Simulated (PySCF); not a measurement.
Method: r2SCAN-D4/def2-TZVP run with PySCF. Gas-phase values, no solvent. One relaxed conformer stands for a flexible species; it need not be the lowest. Excitations are Tamm–Dancoff values on a coarser integration grid. The basis has no diffuse functions, so Rydberg states are missing or too high.

Reference species (SMILES): `[SH][GeH3]` (neutral, multiplicity 1).

```yaml
T1 excitation (TDA): 5.28 eV
S1 excitation (TDA): 5.89 eV
```

Changed species: `[Ge]([SH])([SH])([SH])[SH]` (0 of 4 SH replaced by H; the reference has 3 of 4 SH replaced by H).

Task: Predict the effect on the T1 excitation (TDA) and S1 excitation (TDA).

Result: the T1 excitation (TDA) falls by 0.98 eV, to 4.30 eV; the S1 excitation (TDA) drops by 1.17 eV, to 4.72 eV.
